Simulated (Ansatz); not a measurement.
Isolated molecules relaxed with PBE0-D4/def2-TZVP in Ansatz; ΔE leaves out vibrations. CCSD(T)/CBS is the MP2 limit (def2-TZVPP, def2-QZVPP) plus CCSD(T) − MP2 in def2-TZVPP, frozen cores. DFT in def2-TZVPP. Elements past krypton have def2 core potentials. For In outer-core shells are correlated without core-valence functions, which leaves a few kJ/mol of doubt a bond.

Consider the redistribution: `ClB1N[SiH2]1` + `[CH3][InH2]` → `CB1N[SiH2]1` + `[Cl][InH2]`.

```tsv
level	ΔE (kJ/mol)
CAM-B3LYP-D4	-84.5
revPBE	-78.5
MP2/def2-QZVPP	-75.3
HF/CBS(def2)	-100.4
```

Q: What does CCSD(T)/CBS give? (Best estimate.)

A: The calculation gave: -81.5 kJ/mol. The listed levels differ from it by -3.0, 3.0, 6.2, -18.9 kJ/mol.

Largest T1 diagnostic among the species: 0.014.

At CCSD(T), def2-SVP lies +4.1 kJ/mol from the extrapolated value and def2-TZVPP +5.6 kJ/mol. Leaving LDA and LC-ωPBE aside and taking each functional with its dispersion term where it has one, the values, not all of them listed here, spread over 13.0 kJ/mol, from BHLYP-D4 to revPBE-D4.
